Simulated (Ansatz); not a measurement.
Total energies of the cluster HgF₂⁻ from Ansatz at CCSD(T)/def2-TZVPPD, gas phase (1 Eh = 27.2114 eV = 2625.5 kJ/mol). The reference geometry is relaxed at PBE-D4/def2-TZVPD.

Cartesian coordinates in Å:
```
Hg 0.103 -0.344 -0.177
F -2.130 -0.391 -0.027
F 2.027 0.735 0.204
```

| state | geometry | energy (Eh) |
| --- | --- | --- |
| charge -1 doublet | reference | -352.67638 |
| charge 0 singlet | reference | -352.57003 |
| charge -1 quartet | relaxed at PBE-D4/def2-TZVPD | -352.43348 |

In the def2 sets Hg takes a core potential; there is no spin–orbit coupling. Correlated methods freeze 2 core orbitals; core or outer-core shells of Hg are correlated, in sets that lack core-valence functions. In CCSD on the charge -1 quartet the largest single amplitude is 0.41, so its Hartree–Fock determinant may place the open shell otherwise than the density functionals do.

Work out the vertical ionisation energy to the singlet.

E(charge 0 singlet) − E(charge -1 doublet) = -352.57003 − (-352.67638) = 0.10635 Eh = 2.89 eV.

Which of the charge -1 states is lowest, and how far above it are the others?

The doublet. quartet: -352.43348 − (-352.67638) = 0.24290 Eh = 637.7 kJ/mol.

At CCSD(T)/def2-TZVPPD T1 of the charge 0 singlet is large (up to 0.029), so the single-reference result is doubtful. At CCSD(T)/def2-TZVPPD T1 of the charge -1 quartet is large (up to 0.073), so the single-reference result is doubtful. At CCSD(T)/def2-TZVPPD the highest occupied level of the charge -1 quartet lies above zero (up to 0.40 eV). It is a level of α spin, whose loss leaves a triplet; that state wasn't run at this geometry and level. The electron is either unbound and held by the finite basis, or the level is raised by self-interaction error. 

The structure comes from a short search, and lower isomers may exist.
